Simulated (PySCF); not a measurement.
Te(H)(OSiH3) (H4OSiTe), SMILES [SiH3]O[TeH].

The structure is a stationary point at PBE0-D3(BJ)/def2-SVP. The def2 effective core potentials stand for the cores of Te; spin–orbit coupling is left out.

Level of theory: PySCF with PBE0/def2-TZVPD.

Gas-phase values at a fixed geometry.

Task: Estimate the frontier levels, gap, dipole moment and polarisability. (The exact figures need the calculation; the answer reports its results.)

Result: 
```yaml
highest_occupied_level: -6.55 eV
lowest_empty_level: -2.28 eV
orbital_gap: 4.28 eV
dipole_moment: 1.27 D
quadrupole, principal values (traceless, Buckingham form, about the centre of nuclear charge): -5.55, 1.58, 3.97 D·Å
mean_static_polarisability: 73.0 bohr³ (10.81 Å³)
polarisability_principal_values: 65.4, 66.3, 87.2 bohr³
```
